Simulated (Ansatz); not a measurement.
Geometry optimisation, RKS PBE0-D4/def2-SVPD (Ansatz).

Input:

```yaml
crystal:
  periodic: [false, false, false]
  atoms:
    - { symbol: B, position_ang: [0.018104, 0.47255, -0.39729] }
    - { symbol: F, position_ang: [-0.003333, -0.165245, 2.041594] }
    - { symbol: F, position_ang: [1.162027, -0.094247, -0.677933] }
    - { symbol: H, position_ang: [-1.036819, -0.063765, -0.559728] }
    - { symbol: Cl, position_ang: [0.069608, 2.225347, 0.121662] }
    - { symbol: H, position_ang: [0.050212, 0.73966, 2.218295] }
basis:
  gaussian: { orbitals: def2-SVPD }
hamiltonian:
  xc: pbe0
  dispersion: d4
relax:
  f_tol: 0.03
  max_steps: 50
```

Run as:

```bash
$ ansatz run input.yaml --threads 2 --pin off --max-ram 3072MiB --backend cpu --events-out ev --progress --plain --runs-dir out
```

Q: Where does it end, and by what steps?

A: It converged. After 6 steps the energy has fallen by 0.030 eV; H6 moved furthest, 0.12 Å.

| step | energy less start (eV) | largest force component (eV/Å) | accepted |
| --- | --- | --- | --- |
| 0 | 0.0000 | 0.911 | yes |
| 1 | -0.0171 | 0.651 | yes |
| 2 | -0.0203 | 0.457 | yes |
| 3 | -0.0256 | 0.398 | yes |
| 4 | -0.0275 | 0.381 | yes |
| 5 | -0.0296 | 0.045 | yes |
| 6 | -0.0302 | 0.016 | yes |

```xyz
6
Properties=species:S:1:pos:R:3
B 0.016 0.502 -0.413
F 0.002 -0.167 2.033
F 1.158 -0.092 -0.669
H -1.034 -0.048 -0.574
Cl 0.061 2.213 0.041
H 0.056 0.706 2.329
```

Whether the end is a true minimum wasn't checked by a vibrational analysis.

Time of the run: 11 s on 2 threads of Arm Neoverse V2, with other jobs on the host, peak memory 0.2 GiB.
